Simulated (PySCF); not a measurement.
## Polarisability and C₆ of B (boron, neutral)

[He] 2s2 2p1, 2P determinant. Computed with PySCF 2.14 in aug-cc-pwCVDZ, with the non-relativistic Hamiltonian (point nucleus). Coupled (time-dependent) response in atomic units; α is the mean over directions. A double-zeta set is small for polarisabilities.

```json
{"method": "UHF", "mean α (bohr³)": "21.84", "α xx, yy, zz": "20.12, 25.27, 20.12", "C₆ (like pair)": "105.4", "S(−4)": "385.2"}
{"method": "PBE", "mean α (bohr³)": "22.67", "α xx, yy, zz": "19.86, 28.30, 19.86", "C₆ (like pair)": "111.8", "S(−4)": "347.8"}
{"method": "PBE0", "mean α (bohr³)": "21.94", "α xx, yy, zz": "19.60, 26.63, 19.60", "C₆ (like pair)": "107.6", "S(−4)": "308.4"}
{"method": "M06-2X", "mean α (bohr³)": "21.35", "α xx, yy, zz": "19.15, 25.74, 19.15", "C₆ (like pair)": "100.9", "S(−4)": "298.9"}
{"method": "HSE06", "mean α (bohr³)": "21.91", "α xx, yy, zz": "19.59, 26.55, 19.59", "C₆ (like pair)": "107.3", "S(−4)": "306.4"}
```

S(−4) is the Cauchy moment in α(ω) = α(0) + S(−4) ω² + …

Reference α: 20.5 ± 0.1 bohr³ (recommended; Schwerdtfeger and Nagle, table of static dipole polarizabilities (2023 update)). Published C₆: 99.50 (Chu and Dalgarno (2004); Tang, Norbeck and Certain (1976)).

α(iu) at UHF:

```csv
u (hartree),α(iu) (bohr³)
0,21.84
0.0500,20.98
0.100,19.07
0.200,14.58
0.300,10.77
0.500,6.071
0.750,3.378
1.00,2.121
1.50,1.052
2.00,0.6280
3.00,0.3027
5.00,0.1238
```

The components differ because the open shell of this determinant is not spherical; for a pure term their mean is the scalar polarisability.
